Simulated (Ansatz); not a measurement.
Ansatz (a program for electronic structure) input:

Ansatz 0.2 input:
```yaml
crystal:
  periodic: [false, false, false]
  atoms:
    - {symbol: O, position_ang: [-0.00000000, -0.00000000, -1.26121009]}
    - {symbol: B, position_ang: [0.00000000, 0.00000000, 0.00000000]}
    - {symbol: O, position_ang: [0.00000000, 0.00000000, 1.26121009]}
basis:
  gaussian:
    orbitals: cc-pVQZ
magnetization: {spin_polarized: true, initial_magnetization: 1}
correlation: {method: ccsd_t, electrons: outside_noble_gas}
```

Q: Which total energy does the run end on?

A: -175.09445 Eh (CCSD(T)/cc-pVQZ). The basis has 165 functions.

It need not be the lowest isomer of its formula.

The determinant is spin-contaminated: <S^2> is 0.94 against 0.75 for a pure state.
